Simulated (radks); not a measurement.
The numbers below are computed, except where a source is named.
How relativity changes the ionisation of the samarium ion Sm2+ ([Xe] 4f6) to Sm3+ ([Xe] 4f5). Spin-unpolarised spherical Kohn-Sham, PBE, point nucleus unless stated (finite: rms radius 5.0819 fm), a radial shooting solver on a logarithmic mesh with Libxc functionals. A level marked "c x" has the speed of light scaled by that factor and shares open shells by 2j + 1; other Dirac levels either fill j = l - 1/2 first or share by 2j + 1.

| level | E(Sm2+) (hartree) | E(Sm3+) (hartree) | IE (eV) | HOMO | <r> HOMO (bohr) |
|---|---|---|---|---|---|
| non-rel. | -10036.9800 | -10035.9804 | 27.201 | 4f | 0.9367 |
| scalar-rel. | -10426.5865 | -10425.7103 | 23.842 | 4f | 0.9929 |
| scalar-rel., finite nucleus | -10425.9028 | -10425.0266 | 23.843 | 4f | 0.9929 |
| Dirac, 2j+1 shares | -10433.8798 | -10433.0061 | 23.777 | 4f7/2 | 1.001 |
| Dirac, low j first | -10433.9483 | -10433.0691 | 23.922 | 4f5/2 | 0.9891 |
| Dirac, 2j+1 shares, finite nucleus | -10433.1924 | -10432.3186 | 23.778 | 4f7/2 | 1.001 |
| Dirac, c x 0.75 | -10813.6159 | -10812.8332 | 21.297 | 4f7/2 | 1.067 |
| Dirac, c x 1.5 | -10203.1090 | -10202.1663 | 25.652 | 4f7/2 | 0.9629 |
| Dirac, c x 3 | -10077.1521 | -10076.1669 | 26.810 | 4f7/2 | 0.9430 |

NIST Atomic Spectra Database: 23.6 eV (semi-empirical). The relativistic part of the total energy of Sm2+ is -396.2 hartree (Dirac, 2j+1 shares, finite nucleus), 3.9 % of the non-relativistic value. Spin polarisation and multiplet splitting of open shells are left out at every level.

Beside tabulated values, note that relativity, absent from the non-relativistic runs, is large for the heavy elements, and spin-unpolarised runs miss the spin-polarisation part of the exchange energy of open shells.
